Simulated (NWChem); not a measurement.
System: HSeSI; SMILES S[Se]I

The following NWChem deck was run.

```
start job
memory heap 200 mb stack 900 mb global 1100 mb
geometry units angstroms noautoz
  Se     0.729643    -1.012817     0.005867
  I     -0.112374     1.401730     0.009485
  S     -1.066314    -2.242685     0.055718
  H     -1.293138    -2.307128    -1.279623
end
basis spherical
  * library 3-21g
end
dft
  xc b3lyp
  iterations 150
  mulliken
end
task dft energy
```

Output (shortened):

```
             Northwest Computational Chemistry Package (NWChem) 7.3.0
             --------------------------------------------------------

 C1  symmetry detected

                             Geometry "geometry" -> ""
                             -------------------------

 Output coordinates in angstroms (scale by  1.889725989 to convert to a.u.)

  No.       Tag          Charge          X              Y              Z
 ---- ---------------- ---------- -------------- -------------- --------------
    1 Se                  34.0000     0.72575292    -1.02819901     0.00372964
    2 I                   53.0000    -0.11838378     1.38560902     0.00636561
    3 S                   16.0000    -1.06918726    -2.25964225     0.05126144
    4 H                    1.0000    -1.29426239    -2.32423552    -1.28436819

 Effective nuclear repulsion energy (a.u.)     643.9214834019

                                 NWChem DFT Module
                                 -----------------

 Summary of "ao basis" -> "ao basis" (spherical)
 ------------------------------------------------------------------------------
       Tag                 Description            Shells   Functions and Types
 ---------------- ------------------------------  ------  ---------------------
 Se                          3-21g                  10       22   5s4p1d
 I                           3-21g                  13       31   6s5p2d
 S                           3-21g                   7       13   4s3p
 H                           3-21g                   2        2   2s

            General Information
            -------------------
          SCF calculation type: DFT
          Wavefunction type:  closed shell.
          No. of atoms     :     4
          No. of electrons :   104
           Alpha electrons :    52
            Beta electrons :    52
          Charge           :     0
          Spin multiplicity:     1
          Use of symmetry is: off; symmetry adaption is: off
          Maximum number of iterations: 150
          AO basis - number of functions:    68
                     number of shells:    32
          Convergence on energy requested:  1.00D-06
          Convergence on density requested:  1.00D-05
          Convergence on gradient requested:  5.00D-04

              XC Information
              --------------
                         B3LYP Method XC Potential
                     Hartree-Fock (Exact) Exchange  0.200
                        Slater Exchange Functional  0.800 local
                    Becke 1988 Exchange Functional  0.720 non-local
              Lee-Yang-Parr Correlation Functional  0.810
                  VWN I RPA Correlation Functional  0.190 local

             Grid Information
             ----------------
          Grid used for XC integration:  medium
          Radial quadrature: Mura-Knowles
          Angular quadrature: Lebedev.
          Tag              B.-S. Rad. Rad. Pts. Rad. Cut. Ang. Pts.
          ---              ---------- --------- --------- ---------
          Se                  1.15      112           8.0       590
          I                   1.40      123          10.0       590
          S                   1.00       88          11.0       590
          H                   0.35       45          11.0       434
          Grid pruning is: on
          Number of quadrature shells:   368
          Spatial weights used:  Erf1

      Superposition of Atomic Density Guess
      -------------------------------------

 Sum of atomic energies:       -9671.80159939

      Non-variational initial energy
      ------------------------------

 Total energy =   -9672.247649
 1-e energy   =  -14642.686248
 2-e energy   =    4326.517115
 HOMO         =      -0.221494
 LUMO         =      -0.059590

     ---------------------------------------------
      Total Density - Mulliken Population Analysis
     ---------------------------------------------

    Atom       Charge   Shell Charges
 -----------   ------   -------------------------------------------------------
    1 Se  34    33.77   2.00  2.00  5.99  2.00  5.96  0.78  1.69  1.17  2.19 10.00
    2 I   53    53.17   2.00  2.00  6.00  2.00  6.00  2.00  5.96  0.96  2.60  1.00  2.66 10.00 10.00
    3 S   16    16.29   2.00  1.96  5.89  1.00  2.36  0.92  2.15
    4 H    1     0.76   0.35  0.41

   convergence    iter        energy       DeltaE   RMS-Dens  Diis-err
 ---------------- ----- ----------------- --------- --------- ---------
 d= 0,ls=0.0,diis     1  -9676.9826455299 -1.03D+04  1.84D-02  4.61D-01
 d= 0,ls=0.0,diis     2  -9677.0032445164 -2.06D-02  1.40D-02  1.65D-01
 d= 0,ls=0.0,diis     3  -9677.0229528032 -1.97D-02  6.69D-03  7.21D-02
 d= 0,ls=0.0,diis     4  -9677.0400008798 -1.70D-02  8.27D-04  1.13D-03
 d= 0,ls=0.0,diis     5  -9677.0402330769 -2.32D-04  1.42D-04  3.20D-05
  Resetting Diis
 d= 0,ls=0.0,diis     6  -9677.0402366341 -3.56D-06  7.06D-05  9.43D-06
 d= 0,ls=0.0,diis     7  -9677.0402383882 -1.75D-06  3.61D-05  3.33D-07
 d= 0,ls=0.0,diis     8  -9677.0402383188  6.95D-08  1.98D-05  6.87D-07
 d= 0,ls=0.0,diis     9  -9677.0402384769 -1.58D-07  2.12D-06  1.16D-08

         Total DFT energy =    -9677.040238476889
      One electron energy =   -14642.958829847976
           Coulomb energy =     4611.740202220957
    Exchange-Corr. energy =     -289.743094251754
 Nuclear repulsion energy =      643.921483401881

 Numeric. integr. density =      103.999998111970

                       DFT Final Molecular Orbital Analysis
                       ------------------------------------

 Vector   50  Occ=2.000000D+00  E=-2.871331D-01
              MO Center= -6.7D-01, -1.1D+00,  2.5D-02, r^2= 4.8D+00
   Bfn.  Coefficient  Atom+Function         Bfn.  Coefficient  Atom+Function
  ----- ------------  ---------------      ----- ------------  ---------------
    60      0.356915  3 S  px                64      0.339277  3 S  px
    65     -0.303972  3 S  py                61     -0.294517  3 S  py
    37      0.250002  2 I  px                41      0.231149  2 I  px
    38     -0.227331  2 I  py                33     -0.203408  2 I  px
    14     -0.198468  1 Se s                 34      0.176198  2 I  py

 Vector   51  Occ=2.000000D+00  E=-2.752135D-01
              MO Center= -2.5D-01,  7.7D-01,  1.5D-02, r^2= 4.0D+00
   Bfn.  Coefficient  Atom+Function         Bfn.  Coefficient  Atom+Function
  ----- ------------  ---------------      ----- ------------  ---------------
    37      0.511734  2 I  px                41      0.456179  2 I  px
    33     -0.413754  2 I  px                61      0.255276  3 S  py
    65      0.246066  3 S  py                38      0.238824  2 I  py
    42      0.222311  2 I  py                34     -0.192932  2 I  py
    29      0.185914  2 I  px                57     -0.118740  3 S  py

 Vector   52  Occ=2.000000D+00  E=-2.405189D-01
              MO Center=  2.5D-01,  6.6D-02, -1.2D-02, r^2= 3.9D+00
   Bfn.  Coefficient  Atom+Function         Bfn.  Coefficient  Atom+Function
  ----- ------------  ---------------      ----- ------------  ---------------
    17      0.460738  1 Se pz                39     -0.441588  2 I  pz
    43     -0.412450  2 I  pz                13      0.400291  1 Se pz
    35      0.353403  2 I  pz                 9     -0.246888  1 Se pz
    31     -0.158462  2 I  pz                68      0.151591  4 H  s
    63     -0.126446  3 S  s                  5      0.079285  1 Se pz

 Vector   53  Occ=0.000000D+00  E=-1.165739D-01
              MO Center=  1.5D-01, -8.0D-02,  9.2D-03, r^2= 4.6D+00
   Bfn.  Coefficient  Atom+Function         Bfn.  Coefficient  Atom+Function
  ----- ------------  ---------------      ----- ------------  ---------------
    42      0.617474  2 I  py                15     -0.499861  1 Se px
    16      0.473654  1 Se py                14      0.446787  1 Se s
    38      0.394007  2 I  py                34     -0.323306  2 I  py
    65     -0.292209  3 S  py                12      0.286373  1 Se py
    40     -0.275822  2 I  s                 11     -0.272095  1 Se px

 Vector   54  Occ=0.000000D+00  E=-6.352008D-02
              MO Center=  1.5D-02, -1.4D+00,  6.5D-03, r^2= 3.9D+00
   Bfn.  Coefficient  Atom+Function         Bfn.  Coefficient  Atom+Function
  ----- ------------  ---------------      ----- ------------  ---------------
    16      0.677082  1 Se py                64      0.642332  3 S  px
    15      0.634873  1 Se px                63      0.570371  3 S  s
    14     -0.401217  1 Se s                 65      0.383020  3 S  py
    60      0.336380  3 S  px                12      0.311132  1 Se py
    11      0.266994  1 Se px                 8     -0.197286  1 Se py

 Vector   55  Occ=0.000000D+00  E= 2.225150D-02
              MO Center= -1.2D+00, -2.3D+00, -7.0D-01, r^2= 2.5D+00
   Bfn.  Coefficient  Atom+Function         Bfn.  Coefficient  Atom+Function
  ----- ------------  ---------------      ----- ------------  ---------------
    68      1.493214  4 H  s                 66      1.005151  3 S  pz
    63     -0.776156  3 S  s                 62      0.397679  3 S  pz
    67      0.209544  4 H  s                 64      0.179756  3 S  px
    58     -0.174965  3 S  pz                17     -0.169273  1 Se pz
    59     -0.156907  3 S  s                 55      0.131092  3 S  s

     ---------------------------------------------
      Total Density - Mulliken Population Analysis
     ---------------------------------------------

    Atom       Charge   Shell Charges
 -----------   ------   -------------------------------------------------------
    1 Se  34    33.98   2.00  2.00  5.99  2.00  5.95  0.91  1.99  1.11  2.04  9.99
    2 I   53    52.98   2.00  2.00  6.00  2.00  5.99  2.00  5.96  1.08  2.66  0.90  2.39 10.00 10.00
    3 S   16    16.15   2.00  1.96  5.87  1.08  2.47  0.93  1.83
    4 H    1     0.89   0.45  0.44

     -------------------------------------------
      Total Density - Lowdin Population Analysis
     -------------------------------------------

    Atom       Charge   Shell Charges
 -----------   ------   -------------------------------------------------------
    1 Se  34    33.93   2.00  1.99  5.99  2.00  5.79  0.97  2.05  0.90  2.26 10.00
    2 I   53    53.03   2.00  2.00  6.00  1.98  5.97  2.00  5.74  1.06  2.68  0.91  2.69 10.00 10.00
    3 S   16    16.12   2.00  1.96  5.81  0.99  2.37  0.84  2.16
    4 H    1     0.93   0.44  0.48

     Multipole analysis of the density
     ---------------------------------

     L   x y z        total         alpha         beta         nuclear
     -   - - -        -----         -----         ----         -------
     0   0 0 0     -0.000000    -52.000000    -52.000000    104.000000

     1   1 0 0      0.015464      0.007732      0.007732     -0.000000
     1   0 1 0     -0.209862     -0.104931     -0.104931     -0.000000
     1   0 0 1     -0.541678     -0.270839     -0.270839      0.000000

     2   2 0 0    -45.257020    -91.580166    -91.580166    137.903311
     2   1 1 0     -0.047696    -13.591486    -13.591486     27.135276
     2   1 0 1      1.498101     -0.746281     -0.746281      2.990664
     2   0 2 0    -44.829173   -423.798152   -423.798152    802.767130
     2   0 1 1      2.483129     -1.381281     -1.381281      5.245690
     2   0 0 2    -45.442704    -25.746518    -25.746518      6.050333
```

Level: B3LYP/3-21G, non-relativistic. All runs use the structure optimised with PBE0/def2-SVP (def2 core potentials past Kr).
